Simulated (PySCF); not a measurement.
GeS, SMILES [S]=[Ge] (connectivity only; charge and spin as stated), neutral, multiplicity 1. Heavy atoms are numbered as in [Ge:1]=[S:2].

Geometry optimised at B3LYP-D3(BJ)/def2-TZVP.

Level of theory: CAM-B3LYP/def2-TZVPD run with PySCF.

Mulliken values depend strongly on the basis, most of all with diffuse functions as here. Atomic charges (e), one atom of each kind:

```
atom  meta-Löwdin  Mulliken
----  -----------  --------
Ge1          0.32      0.27
S2          -0.32     -0.27
```
